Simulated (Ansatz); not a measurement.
`[CH3][SnH2][GeH3]` → `[CH3][SnH3]` + `[GeH2]`  (germylene loss)

Program: Ansatz. Geometries: PBE0-D4/def2-TZVP. ΔE: electronic, gas phase. CBS: MP2 limit from def2 TZ/QZ plus the TZ coupled-cluster correction, frozen cores. Functionals use def2-TZVPP. B3LYP here is the variant with VWN-RPA as its local correlation; programs differ in this. Elements past krypton have def2 core potentials. For Ge, Sn outer-core shells are correlated without core-valence functions, which leaves a few kJ/mol of doubt a bond. Scalar relativity is left out up to krypton.

```
         level  ΔE (kJ/mol)
      B3LYP-D4        202.0
MP2/def2-QZVPP        238.2
```

(1) What does CCSD(T)/CBS give? (Best estimate.)

Largest T1 diagnostic among the species: 0.012.

Results:

(1) Ansatz gave: +221.1 kJ/mol. The listed levels differ from it by -19.1, 17.1 kJ/mol.

At CCSD(T), def2-SVP lies −14.1 kJ/mol from the extrapolated value and def2-TZVPP −3.3 kJ/mol. In def2-TZVPP, CCSD(T) changes the Hartree–Fock value by +35.4 kJ/mol (the triples alone add +5.2 kJ/mol) and MP2 by +54.2 kJ/mol.

CCSD(T)/CBS has its own doubt, a few kJ/mol and more with outer-core shells, so smaller differences from it don't rank the levels.
